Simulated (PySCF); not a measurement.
## Correlation energy of Bi (bismuth, neutral)

[Xe] 4f14 5d10 6s2 6p2 7s1, high-spin 4P determinant (an excited configuration). Calculation: PySCF 2.14, in aug-cc-pVTZ-PP with ECP60MDF; a scalar-relativistic core potential. Frozen: 5s2 5p6 5d10; 5 electrons correlated.

```
  level  correlation energy (mhartree)
   CCSD                         -57.97
    (T)                          -1.68
CCSD(T)                         -59.65
```

Diagnostics: T1 = 0.011, D1 = 0.0312, largest double amplitude 0.065.

Spin-orbit coupling is strong in this species (close to jj coupling), so the high-spin LS determinant is a model state, not a physical level. The outer electron is Rydberg-like, and this basis confines it to a smaller radius and binds it less than a complete one would.

Cost of the coupled-cluster step: roughly 1.7 core-seconds, for 5 correlated electrons.

Iterations:

```
CC2 = 0
CCSD nocc = (np.int64(4), np.int64(1)), nmo = (46, 46)
frozen orbitals [[0, 1, 2, 3, 4, 5, 6, 7, 8], [0, 1, 2, 3, 4, 5, 6, 7, 8]]
max_cycle = 100
direct = 0
conv_tol = 1e-08
conv_tol_normt = 1e-06
diis_space = 8
diis_start_cycle = 0
Init t2, MP2 energy = -0.0470127492549631
Init E_corr(UCCSD) = -0.0470127492558804
cycle = 1  E_corr(UCCSD) = -0.0551796855227754  dE = -0.00816693627  norm(t1,t2) = 0.0411713
cycle = 2  E_corr(UCCSD) = -0.0570607123751637  dE = -0.00188102685  norm(t1,t2) = 0.0146752
cycle = 3  E_corr(UCCSD) = -0.0579865989709426  dE = -0.000925886596  norm(t1,t2) = 0.00658042
cycle = 4  E_corr(UCCSD) = -0.057951215674905  dE = 3.5383296e-05  norm(t1,t2) = 0.00217164
cycle = 5  E_corr(UCCSD) = -0.0579761492832103  dE = -2.49336083e-05  norm(t1,t2) = 0.00127811
cycle = 6  E_corr(UCCSD) = -0.0579720318345367  dE = 4.11744867e-06  norm(t1,t2) = 0.000356043
cycle = 7  E_corr(UCCSD) = -0.0579743941631426  dE = -2.36232861e-06  norm(t1,t2) = 8.69383e-05
cycle = 8  E_corr(UCCSD) = -0.057972651686847  dE = 1.7424763e-06  norm(t1,t2) = 3.21825e-05
cycle = 9  E_corr(UCCSD) = -0.0579735410039244  dE = -8.89317077e-07  norm(t1,t2) = 1.50524e-05
cycle = 10  E_corr(UCCSD) = -0.0579732275606816  dE = 3.13443243e-07  norm(t1,t2) = 6.89945e-06
cycle = 11  E_corr(UCCSD) = -0.0579731916717232  dE = 3.58889584e-08  norm(t1,t2) = 2.61534e-06
cycle = 12  E_corr(UCCSD) = -0.0579732136818076  dE = -2.20100844e-08  norm(t1,t2) = 1.08232e-06
cycle = 13  E_corr(UCCSD) = -0.0579732131263252  dE = 5.55482431e-10  norm(t1,t2) = 2.98658e-07
UCCSD converged
E(UCCSD) = -213.4602537179147  E_corr = -0.05797321312632517
UCCSD(T) correction = -0.0016784257415557
```

Spin-orbit coupling is strong in this species, so the high-spin LS determinant is a model state.
